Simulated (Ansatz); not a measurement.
`[OH][W]([F])([F])(=[S])[Cl]` + CH₃OH → `C[O][W]([OH])([F])(=[S])[Cl]` + H–F at 700 K and 1 bar (ligand exchange at a W–F bond).

Calculated with Ansatz (gas phase, PBE0-D4/def2-TZVP geometries, no zero-point term in ΔE). CCSD(T)/CBS adds triple-zeta CCSD(T) − MP2 to the extrapolated MP2 energy (def2 sets, frozen cores). This one scheme is used for every species. Elements past krypton have def2 core potentials. For W outer-core shells are correlated without core-valence functions, which leaves a few kJ/mol of doubt a bond. Each species was taken in one conformer, which may not be the lowest.

```json
{"species": "`[OH][W]([F])([F])(=[S])[Cl]`", "CCSD(T)/CBS energy (Eh)": "-1200.06687", "H − E (kJ/mol)": "134.1", "S (J/(mol·K))": "497.7"}
{"species": "CH₃OH", "CCSD(T)/CBS energy (Eh)": "-115.61712", "H − E (kJ/mol)": "170.8", "S (J/(mol·K))": "288.5"}
{"species": "`C[O][W]([OH])([F])(=[S])[Cl]`", "CCSD(T)/CBS energy (Eh)": "-1215.31510", "H − E (kJ/mol)": "261.3", "S (J/(mol·K))": "577.3"}
{"species": "H–F", "CCSD(T)/CBS energy (Eh)": "-100.39570", "H − E (kJ/mol)": "45.2", "S (J/(mol·K))": "198.5"}
```

H − E and S are ideal-gas, rigid-rotor, harmonic terms from PBE0-D4/def2-TZVP, for one conformer and one mirror image of each species. 1 Eh = 2625.50 kJ/mol, R = 8.31446 J/(mol·K).

Task: By hand: ΔE, ΔH, ΔS and ΔG.

Result: ΔE = (-1215.31510) + (-100.39570) − (-1200.06687) − (-115.61712) = -0.02681 Eh = -70.4 kJ/mol. Δ(H − E) = 261.3 + 45.2 − 134.1 − 170.8 = 1.6, so ΔH = -68.8 kJ/mol. ΔS = 577.3 + 198.5 − 497.7 − 288.5 = -10.4 J/(mol·K). ΔG = -68.8 − 700 × (-10.4)/1000 = -61.5 kJ/mol.

Task: By hand: the equilibrium constant, and the temperature at which ΔG would vanish if ΔH and ΔS stayed fixed.

Result: log₁₀ K = −ΔG/(RT ln 10) = 4.6. ΔG = 0 at ΔH/ΔS = 6615 K, far beyond where these terms or the molecules hold.

The number of gas molecules stays the same, so ΔS is small and ΔH decides. A doubt of 5 kJ/mol in ΔE shifts log₁₀ K by 0.4 here. Other conformers and mirror images would add mixing entropy, several J/(mol·K) or more a flexible species. Modes under 60 cm⁻¹, often nearly free rotors, make the harmonic entropy too high. These are equilibria of isolated gas molecules and say nothing of rates. Largest T1 diagnostic: 0.022 (customary marks: 0.02 for closed shells, 0.045 for open ones).
